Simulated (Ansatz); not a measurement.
The cluster SiTe4, relaxed as a singlet with RKS r2SCAN-D4/def2-SVP in Ansatz, starting from the GFN2-xTB geometry. Force threshold 0.02 eV/Å.

In the def2 sets Te takes a core potential; there is no spin–orbit coupling. The structure comes from a short search, and lower isomers may exist.

Start:

```xyz
5

Si   -1.1142   -1.7731    0.5633
Te   -0.1139    1.8374   -1.2432
Te    1.4042   -1.6353    0.2478
Te   -2.1021    0.5221    0.0983
Te    1.9259    1.0490    0.3339
```

```json
{"step": "1", "energy (eV)": "-37061.3570", "largest force component (eV/Å)": "0.667", "SCF passes": "16"}
{"step": "2 (rejected)", "energy (eV)": "-37061.2392", "largest force component (eV/Å)": "0.540", "SCF passes": "26"}
{"step": "3", "energy (eV)": "-37061.4217", "largest force component (eV/Å)": "0.135", "SCF passes": "21"}
{"step": "4", "energy (eV)": "-37061.4252", "largest force component (eV/Å)": "0.042", "SCF passes": "20"}
{"step": "5", "energy (eV)": "-37061.4253", "largest force component (eV/Å)": "0.027", "SCF passes": "21"}
{"step": "6", "energy (eV)": "-37061.4256", "largest force component (eV/Å)": "0.004", "SCF passes": "21"}
```

Force components are those of the run's own axes.

End:

```csv
atom,x (Å),y (Å),z (Å)
Si1,-1.115,-1.774,0.560
Te2,-0.074,1.858,-1.267
Te3,1.344,-1.652,0.245
Te4,-2.089,0.468,0.128
Te5,1.934,1.100,0.334
```

By distances, no bond broke or formed. The bond that changes most is Te2–Te4, from 2.74 to 2.82 Å (atoms count from 1).

No frequencies were taken in this run, so the end may be a saddle point.

Hardware: 4 threads of Arm Neoverse V1 on a shared host. Wall time 18 s.
